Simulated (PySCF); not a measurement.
## How methods differ on the ionisation energy of Sr²⁵⁺

Sr²⁵⁺ [Ne] 3s2 3p1 (2P) → Sr²⁶⁺ [Ne] 3s2 (1S), as a difference of total energies. All numbers are calculated (PySCF 2.14, the non-relativistic Hamiltonian (point nucleus), in an uncontracted even-tempered set (16 s from 2.7 bohr⁻², ratio 2.5; 11 p from 3.5 bohr⁻², ratio 2.5; 5 d from 15 bohr⁻², ratio 2.7; 4 f from 23 bohr⁻², ratio 2.7)). Correlated levels: outer shells: 1s2 frozen; virtual orbitals above 40 to 60 times the deepest correlated orbital energy dropped. The calculations carry no spin-orbit coupling.

```tsv
method	ionisation energy (eV)
UHF	1200.9
LDA	1202.5
PBE	1202.9
PBE0	1202.7
r2SCAN	1202.7
PBEsol	1202.5
BHandHLYP	1202.8
MP2 (outer shells)	1201.4
SCS-MP2 (outer shells)	1201.2
```

A first-order spin-orbit estimate (lowest level to lowest level, LS coupling) adds 9.138 eV.

All relativistic terms are absent from these numbers, so their closeness to the reference says little about the methods.

For comparison: 1211 ± 6 eV (semi-empirical (NIST evaluation); NIST Atomic Spectra Database, ionization energies).
